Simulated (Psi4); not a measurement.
CH₃F₃Si (SMILES FC(F)(F)[SiH3]), singlet, at a GFN2-xTB geometry; DLPNO-MP2/def2-SVP in Psi4 1.11.

The Psi4 input:
```
memory 2 GB

molecule mol {
0 1
Si    1.522749    0.256040   -0.050269
C    -0.397339   -0.066810    0.013117
F    -1.029883    0.729457    0.898820
F    -0.700766   -1.332487    0.366127
F    -0.999882    0.143909   -1.174807
H     1.642097    1.661248   -0.420669
H     2.012679   -0.669237   -1.065100
H     1.985550   -0.043628    1.299569
}

set {
  basis def2-svp
  reference rhf
  freeze_core true
}

energy('dlpno-mp2')
print_variables()
```

The log (banner, timings and long lists left out):

```
    SCF Algorithm Type (re)set to DF.

   => Loading Basis Set <=

    Name: DEF2-SVP
    Role: ORBITAL
    Keyword: BASIS

         ---------------------------------------------------------
                                   SCF
               by Justin Turney, Rob Parrish, Andy Simmonett
                          and Daniel G. A. Smith
                              RHF Reference
         ---------------------------------------------------------

  ==> Geometry <==

    Molecular point group: c1
    Full point group: C1

    Geometry (in Angstrom), charge = 0, multiplicity = 1:

       Center              X                  Y                   Z               Mass
    ------------   -----------------  -----------------  -----------------  -----------------
         SI           1.606327649666     0.270093311393    -0.053028030292    27.976926534650
         C           -0.313760350334    -0.052756688607     0.010357969708    12.000000000000
         F           -0.946304350334     0.743510311393     0.896060969708    18.998403162730
         F           -0.617187350334    -1.318433688607     0.363367969708    18.998403162730
         F           -0.916303350334     0.157962311393    -1.177566030292    18.998403162730
         H            1.725675649666     1.675301311393    -0.423428030292     1.007825032230
         H            2.096257649666    -0.655183688607    -1.067859030292     1.007825032230
         H            2.069128649666    -0.029574688607     1.296809969708     1.007825032230

  Running in c1 symmetry.

  Rotational constants: A =      0.17885  B =      0.09647  C =      0.09647 [cm^-1]
  Rotational constants: A =   5361.91963  B =   2892.20756  C =   2892.20704 [MHz]
  Nuclear repulsion =  250.641314185610014

  Charge       = 0
  Multiplicity = 1
  Electrons    = 50
  Nalpha       = 25
  Nbeta        = 25

  ==> Algorithm <==

  SCF Algorithm Type is DF.
  DIIS enabled.
  MOM disabled.
  Fractional occupation disabled.
  Guess Type is SAD.
  Energy threshold   = 1.00e-08
  Density threshold  = 1.00e-08
  Integral threshold = 1.00e-12

  ==> Primary Basis <==

  Basis Set: DEF2-SVP
    Blend: DEF2-SVP
    Number of shells: 41
    Number of basis functions: 89
    Number of Cartesian functions: 94
    Spherical Harmonics?: true
    Max angular momentum: 2

   => Loading Basis Set <=

    Name: (DEF2-SVP AUX)
    Role: JKFIT
    Keyword: DF_BASIS_SCF

  ==> Integral Setup <==

  SCF_SUBTYPE=INCORE selected. In-core MEM_DF algorithm will be used.
  Using in-core AOs.

  ==> MemDFJK: Density-Fitted J/K Matrices <==

    J tasked:                   Yes
    K tasked:                   Yes
    wK tasked:                   No
    Algorithm:                 Core
    Schwarz Cutoff:           1E-12
    Mask sparsity (%):       1.3887
    Fitting Condition:        1E-10

   => Auxiliary Basis Set <=

  Basis Set: (DEF2-SVP AUX)
    Blend: DEF2-UNIVERSAL-JKFIT
    Number of shells: 156
    Number of basis functions: 488
    Number of Cartesian functions: 583
    Spherical Harmonics?: true
    Max angular momentum: 4

  Minimum eigenvalue in the overlap matrix is 6.6779750602E-03.
  Reciprocal condition number of the overlap matrix is 1.4972200160E-03.
    Using symmetric orthogonalization.

  ==> Pre-Iterations <==

  SCF Guess: Superposition of Atomic Densities via on-the-fly atomic UHF (no occupation information).

   -------------------------
    Irrep   Nso     Nmo
   -------------------------
     A         89      89
   -------------------------
    Total      89      89
   -------------------------

  ==> Iterations <==

                           Total Energy        Delta E     RMS |[F,P]|

   @DF-RHF iter SAD:  -625.72714885597566   -6.25727e+02   0.00000e+00
   @DF-RHF iter   1:  -626.37687752905276   -6.49729e-01   5.48726e-03 DIIS/ADIIS
   @DF-RHF iter   2:  -626.46166065209025   -8.47831e-02   3.23275e-03 DIIS/ADIIS
   @DF-RHF iter   3:  -626.48995828024658   -2.82976e-02   4.48231e-04 DIIS/ADIIS
   @DF-RHF iter   4:  -626.49150641592746   -1.54814e-03   1.08859e-04 DIIS/ADIIS
   @DF-RHF iter   5:  -626.49158957504096   -8.31591e-05   2.22583e-05 DIIS
   @DF-RHF iter   6:  -626.49159353341145   -3.95837e-06   2.99368e-06 DIIS
   @DF-RHF iter   7:  -626.49159361107513   -7.76637e-08   5.84505e-07 DIIS
   @DF-RHF iter   8:  -626.49159361360353   -2.52840e-09   1.24317e-07 DIIS
   @DF-RHF iter   9:  -626.49159361374575   -1.42222e-10   2.65485e-08 DIIS
   @DF-RHF iter  10:  -626.49159361375223   -6.48015e-12   5.33250e-09 DIIS
  Energy and wave function converged.

  ==> Post-Iterations <==

    Orbital Energies [Eh]
    ---------------------

    Doubly Occupied:

[...]
      25A     -0.496922

    Virtual:

[...]
      89A      4.260282

    Final Occupation by Irrep:
              A
    DOCC [    25 ]
    NA   [    25 ]
    NB   [    25 ]

  @DF-RHF Final Energy:  -626.49159361375223

   => Energetics <=

    Nuclear Repulsion Energy =            250.6413141856100140
    One-Electron Energy =               -1370.0293995221434216
    Two-Electron Energy =                 492.8964917227810361
    Total Energy =                       -626.4915936137522294

Computation Completed

Properties will be evaluated at   0.000000,   0.000000,   0.000000 [a0]

Properties computed using the SCF density matrix

 Multipole Moments:

 ------------------------------------------------------------------------------------
     Multipole            Electronic (a.u.)      Nuclear  (a.u.)        Total (a.u.)
 ------------------------------------------------------------------------------------

 L = 1.  Multiply by 2.5417464519 to convert [e a0] to [Debye]
 Dipole X            :         -6.6775335            7.8970360            1.2195025
 Dipole Y            :         -1.1227833            1.3278341            0.2050508
 Dipole Z            :          0.2204416           -0.2606981           -0.0402565
 Magnitude           :                                                    1.2372764

[...]
    @Boys  300   1.4548007057141797E+02   2.147686E-11
    @Boys  301   1.4548007057446154E+02   2.092085E-11
    @Boys  302   1.4548007057635391E+02   1.300779E-11
    @Boys  303   1.4548007057833971E+02   1.364995E-11
    @Boys  304   1.4548007058062598E+02   1.571535E-11
    @Boys  305   1.4548007058263599E+02   1.381641E-11
    @Boys  306   1.4548007058494517E+02   1.587282E-11
    @Boys  307   1.4548007058707699E+02   1.465374E-11
    @Boys  308   1.4548007058860344E+02   1.049247E-11
    @Boys  309   1.4548007059062638E+02   1.390530E-11
    @Boys  310   1.4548007059268912E+02   1.417881E-11
    @Boys  311   1.4548007059390488E+02   8.356932E-12
    @Boys  312   1.4548007059509706E+02   8.194779E-12
    @Boys  313   1.4548007059634088E+02   8.549757E-12
    @Boys  314   1.4548007059783623E+02   1.027874E-11
    @Boys  315   1.4548007059897768E+02   7.846053E-12
    @Boys  316   1.4548007060025361E+02   8.770520E-12
    @Boys  317   1.4548007060163818E+02   9.517204E-12
    @Boys  318   1.4548007060320472E+02   1.076813E-11
    @Boys  319   1.4548007060405848E+02   5.868568E-12
    @Boys  320   1.4548007060514561E+02   7.472710E-12
    @Boys  321   1.4548007060627850E+02   7.787248E-12
    @Boys  322   1.4548007060709955E+02   5.643703E-12
    @Boys  323   1.4548007060799006E+02   6.121175E-12
    @Boys  324   1.4548007060902623E+02   7.122421E-12
    @Boys  325   1.4548007060980910E+02   5.381328E-12
    @Boys  326   1.4548007061077504E+02   6.639674E-12
    @Boys  327   1.4548007061180181E+02   7.057755E-12
    @Boys  328   1.4548007061278713E+02   6.772913E-12
    @Boys  329   1.4548007061360349E+02   5.611468E-12
    @Boys  330   1.4548007061424516E+02   4.410755E-12
    @Boys  331   1.4548007061503705E+02   5.443259E-12
    @Boys  332   1.4548007061576155E+02   4.980048E-12
    @Boys  333   1.4548007061656452E+02   5.519451E-12
    @Boys  334   1.4548007061719457E+02   4.330851E-12
    @Boys  335   1.4548007061769005E+02   3.405797E-12
    @Boys  336   1.4548007061813141E+02   3.033823E-12
    @Boys  337   1.4548007061857027E+02   3.016630E-12
    @Boys  338   1.4548007061915627E+02   4.028035E-12
    @Boys  339   1.4548007061974869E+02   4.072187E-12
    @Boys  340   1.4548007062013784E+02   2.674937E-12
    @Boys  341   1.4548007062053210E+02   2.710103E-12
    @Boys  342   1.4548007062101107E+02   3.292290E-12
    @Boys  343   1.4548007062131359E+02   2.079465E-12
    @Boys  344   1.4548007062163688E+02   2.222277E-12
    @Boys  345   1.4548007062205772E+02   2.892769E-12
    @Boys  346   1.4548007062239799E+02   2.338909E-12
    @Boys  347   1.4548007062268920E+02   2.001709E-12
    @Boys  348   1.4548007062302420E+02   2.302767E-12
    @Boys  349   1.4548007062340940E+02   2.647781E-12
    @Boys  350   1.4548007062376263E+02   2.427996E-12
    @Boys  351   1.4548007062406012E+02   2.044885E-12
    @Boys  352   1.4548007062429494E+02   1.614105E-12
    @Boys  353   1.4548007062458404E+02   1.987252E-12
    @Boys  354   1.4548007062483344E+02   1.714328E-12
    @Boys  355   1.4548007062512332E+02   1.992527E-12
    @Boys  356   1.4548007062539165E+02   1.844441E-12
    @Boys  357   1.4548007062558094E+02   1.301131E-12
    @Boys  358   1.4548007062580180E+02   1.518181E-12
    @Boys  359   1.4548007062602409E+02   1.527949E-12
    @Boys  360   1.4548007062620590E+02   1.249750E-12
    @Boys  361   1.4548007062636111E+02   1.066888E-12
    @Boys  362   1.4548007062649407E+02   9.139173E-13

    Boys Localizer converged.

  ==> Forming Local MO Domains <==

    Auxiliary BFs per Local MO:
      Average =  198 AUX BFs (4 atoms)
      Min     =  144 AUX BFs (3 atoms)
      Max     =  254 AUX BFs (6 atoms)

    Projected AOs per Local MO:
      Average =   78 PAOs (6 atoms)
      Min     =   61 PAOs (6 atoms)
      Max     =   89 PAOs (8 atoms)

    Local MOs per Local MO:
      Average =   16 LMOs
      Min     =   16 LMOs
      Max     =   16 LMOs

    Screened 0 of 256 LMO pairs (0.00 %)
             0 pairs met overlap criteria
             16 pairs met energy criteria

    Screened LMO pair energy =  0.000000000000

  ==> Merging LMO Domains into LMO Pair Domains <==

    Auxiliary BFs per Local MO pair:
      Average =  247 AUX BFs (5 atoms)
      Min     =  144 AUX BFs (3 atoms)
      Max     =  296 AUX BFs (8 atoms)

    Local MOs per Local MO pair:
      Average =   16 LMOs
      Min     =   16 LMOs
      Max     =   16 LMOs

    Projected AOs per Local MO pair:
      Average =   86 PAOs (7 atoms)
      Min     =   61 PAOs (6 atoms)
      Max     =   89 PAOs (8 atoms)

    Coefficient sparsity in AO -> LMO transform:   0.00 %
    Coefficient sparsity in AO -> PAO transform:   0.00 %
    Coefficient sparsity in combined transforms:   0.00 %

    Storing transformed LMO/PAO integrals in sparse format.

  ==> Transforming 3-Index Integrals to LMO/PAO basis <==

  ==> Forming Pair Natural Orbitals <==

    Natural Orbitals per Local MO pair:
      Avg:  26 NOs
      Min:  19 NOs
      Max:  45 NOs

    PNO truncation energy = -0.000050962153

  ==> Local MP2 <==

    E_CONVERGENCE = 1.00e-06
    R_CONVERGENCE = 1.00e-06

                     Corr. Energy    Delta E     Max R
  @LMP2 iter   0:  -0.771448551702 -7.714e-01  9.998e-04
  @LMP2 iter   1:  -0.780058690501 -8.610e-03  3.472e-04
  @LMP2 iter   2:  -0.780381620614 -3.229e-04  6.198e-05
  @LMP2 iter   3:  -0.780406877448 -2.526e-05  1.402e-05
  @LMP2 iter   4:  -0.780407683441 -8.060e-07  1.611e-06
  @LMP2 iter   5:  -0.780407703969 -2.053e-08  3.940e-07

  Total DLPNO-MP2 Correlation Energy:  -0.780458666122
    MP2 Correlation Energy:            -0.780407703969
    LMO Truncation Correction:          0.000000000000
    PNO Truncation Correction:         -0.000050962153

  Variable Map:
  ----------------------------------------------------------------------------
[...]
  Array Variable Map:
  ----------------------------------------------------------------------------
[...]
[...]
```
